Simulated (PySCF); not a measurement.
Compound: [PdF6]2- (charge -2 and singlet state).
Geometry (PBE0-D3(BJ)/def2-SVP, Å), atoms numbered from 1 in this order:
```xyz
7
PdF6 angstrom
Pd     0.000    0.000    0.000
F     -0.018   -0.009    1.925
F      0.017    0.009   -1.925
F      1.925    0.006    0.015
F     -1.925   -0.005   -0.016
F     -0.004    1.925    0.009
F      0.005   -1.925   -0.008
```

Computed with PBE0-D3(BJ)/def2-SVP geometry optimisation, gas phase, def2 core potentials past Kr (PySCF 2.14.0).

Take the most abundant isotopes and a rigid rotor. 

Q: What are A, B and C (MHz)?

A: Ia = 281.46, Ib = 281.68, Ic = 281.78 u·Å²; 505379 MHz·u·Å²/I gives A = 1796, B = 1794, C = 1794 MHz.

Q: What kind of rotor is it?

A: A spherical top, as the point group Oh requires three equal moments; the computed ones differ by 0.11 % because the geometry is symmetric only within the optimiser's tolerance.

The point group Oh allows no dipole (computed: 0.00 D (about the centre of mass, as the species is charged)), so a rigid rotor has no electric-dipole lines.

Stationary, but not proved a minimum. Whether so highly charged an anion holds all its electrons in the gas phase wasn't checked; a finite basis holds them in any case. No counter-ion or solvent screens the charge of this multiply charged ion. The geometry's basis has no diffuse functions, a weakness for an anion. Constants of a rigid frame at the computed geometry: no zero-point averaging, no centrifugal distortion.

Hardware: one thread, x86-64 server, no GPU, on a shared host. Cost: 21 s of wall time. This is the geometry optimisation.
